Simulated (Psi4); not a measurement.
C6H4O2, quintet (typed; the unrestricted solution is spin-contaminated), at a GFN2-xTB geometry of the parent state (a higher spin typed on purpose: for a closed-shell molecule this is an excited state); MP2/6-31G in Psi4 1.11.

Here is a job for Psi4.
```
memory 2 GB

molecule {
0 5
O     2.61718484    0.51914830   -0.01082416
C     1.42622774    0.28290845   -0.00589860
C     0.41173671    1.35470827    0.04155026
C    -0.89730690    1.09504462    0.04696421
C    -1.42622774   -0.28290845    0.00589860
O    -2.61718484   -0.51914830    0.01082416
C    -0.41173671   -1.35470827   -0.04155026
C     0.89730690   -1.09504462   -0.04696421
H     0.79604929    2.36494929    0.07169503
H    -1.63787548    1.88215271    0.08176126
H    -0.79604929   -2.36494929   -0.07169503
H     1.63787548   -1.88215271   -0.08176126
}

set {
  basis 6-31g
  reference uhf
}

energy('mp2')
print_variables()
```

It wrote (shortened):

```
    SCF Algorithm Type (re)set to DF.

   => Loading Basis Set <=

    Name: 6-31G
    Role: ORBITAL
    Keyword: BASIS

         ---------------------------------------------------------
                                   SCF
               by Justin Turney, Rob Parrish, Andy Simmonett
                          and Daniel G. A. Smith
                              UHF Reference
         ---------------------------------------------------------

  ==> Geometry <==

    Molecular point group: ci
    Full point group: Ci

    Geometry (in Angstrom), charge = 0, multiplicity = 5:

       Center              X                  Y                   Z               Mass
    ------------   -----------------  -----------------  -----------------  -----------------
         O            2.617184840000     0.519148300000    -0.010824160000    15.994914619570
         C            1.426227740000     0.282908450000    -0.005898600000    12.000000000000
         C            0.411736710000     1.354708270000     0.041550260000    12.000000000000
         C           -0.897306900000     1.095044620000     0.046964210000    12.000000000000
         C           -1.426227740000    -0.282908450000     0.005898600000    12.000000000000
         O           -2.617184840000    -0.519148300000     0.010824160000    15.994914619570
         C           -0.411736710000    -1.354708270000    -0.041550260000    12.000000000000
         C            0.897306900000    -1.095044620000    -0.046964210000    12.000000000000
         H            0.796049290000     2.364949290000     0.071695030000     1.007825032230
         H           -1.637875480000     1.882152710000     0.081761260000     1.007825032230
         H           -0.796049290000    -2.364949290000    -0.071695030000     1.007825032230
         H            1.637875480000    -1.882152710000    -0.081761260000     1.007825032230

  Running in ci symmetry.

  Rotational constants: A =      0.17961  B =      0.05508  C =      0.04215 [cm^-1]
  Rotational constants: A =   5384.63261  B =   1651.22258  C =   1263.70238 [MHz]
  Nuclear repulsion =  323.825858405681629

  Charge       = 0
  Multiplicity = 5
  Electrons    = 56
  Nalpha       = 30
  Nbeta        = 26

  ==> Algorithm <==

  SCF Algorithm Type is DF.
  DIIS enabled.
  MOM disabled.
  Fractional occupation disabled.
  Guess Type is SAD.
  Energy threshold   = 1.00e-08
  Density threshold  = 1.00e-08
  Integral threshold = 1.00e-12

  ==> Primary Basis <==

[...]
  @DF-UHF Final Energy:  -378.76860343243357
    Total Energy =                       -378.7686034324335651
[...]
 Magnitude           :                                                    0.0000000

 ------------------------------------------------------------------------------------

  //>>>>>>>>>>>>>>>>>>>>>>>>>>>>>>>>>>>//
  //               DFMP2               //
  //<<<<<<<<<<<<<<<<<<<<<<<<<<<<<<<<<<<//

   => Loading Basis Set <=

    Name: (6-31G AUX)
    Role: RIFIT
    Keyword: DF_BASIS_MP2

	 --------------------------------------------------------
	                          DF-MP2
	      2nd-Order Density-Fitted Moller-Plesset Theory

	        Rob Parrish, Justin Turney, Andy Simmonett,
	           Ed Hohenstein, and C. David Sherrill
	 --------------------------------------------------------

	 --------------------------------------------------------
	                 NBF =    80, NAUX =   504
	 --------------------------------------------------------
	   CLASS    FOCC     OCC    AOCC    AVIR     VIR    FVIR
	   ALPHA       0      30      30      50      50       0
	    BETA       0      26      26      54      54       0
	 --------------------------------------------------------

	-----------------------------------------------------------
	 ==================> DF-MP2 Energies <====================
	-----------------------------------------------------------
	 Reference Energy          =    -378.7686034324335651 [Eh]
	 Singles Energy            =      -0.0000000000000000 [Eh]
	 Same-Spin Energy          =      -0.2306141235966502 [Eh]
	 Opposite-Spin Energy      =      -0.5481241414612374 [Eh]
	 Correlation Energy        =      -0.7787382650578877 [Eh]
	 Total Energy              =    -379.5473416974914471 [Eh]
	-----------------------------------------------------------
	 ================> DF-SCS-MP2 Energies <==================
	-----------------------------------------------------------
	 SCS Same-Spin Scale       =       0.3333333333333333 [-]
	 SCS Opposite-Spin Scale   =       1.2000000000000000 [-]
	 SCS Same-Spin Energy      =      -0.0768713745322167 [Eh]
	 SCS Opposite-Spin Energy  =      -0.6577489697534850 [Eh]
	 SCS Correlation Energy    =      -0.7346203442857017 [Eh]
	 SCS Total Energy          =    -379.5032237767192669 [Eh]
	-----------------------------------------------------------

  Variable Map:
  ----------------------------------------------------------------------------
[...]
  Array Variable Map:
  ----------------------------------------------------------------------------
[...]
[...]
```
